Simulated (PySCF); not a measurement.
H6OSi2Zn, SMILES [SiH3][O][Zn][SiH3].

Coordinates come from a PBE0-D3(BJ)/def2-SVP optimisation. The structure was generated by enumeration; whether it is a known compound was not checked. Other conformers were not sampled.

Level of theory: C-PCM-ωB97X/def2-SVP in PySCF.

The values are the electrostatic part of the solvation free energy, E(continuum) − E(gas) at the gas-phase geometry, in a cavity of scaled van der Waals radii (PySCF's table); cavitation and dispersion terms are not included. A continuum can't describe solvent molecules that bind to the metal. In vacuum the orbital gap is 11.70 eV. The dipole moment in vacuum is 1.79 D.

```json
[
 {"solvent": "water", "ε": "78.36", "ΔG(elec) (kcal/mol)": "-12.1", "dipole (D)": "1.66", "gap (eV)": "11.80"},
 {"solvent": "cyclohexanone", "ε": "15.62", "ΔG(elec) (kcal/mol)": "-11.4", "dipole (D)": "1.68", "gap (eV)": "11.81"},
 {"solvent": "toluene", "ε": "2.37", "ΔG(elec) (kcal/mol)": "-6.5", "dipole (D)": "1.76", "gap (eV)": "11.81"}
]
```
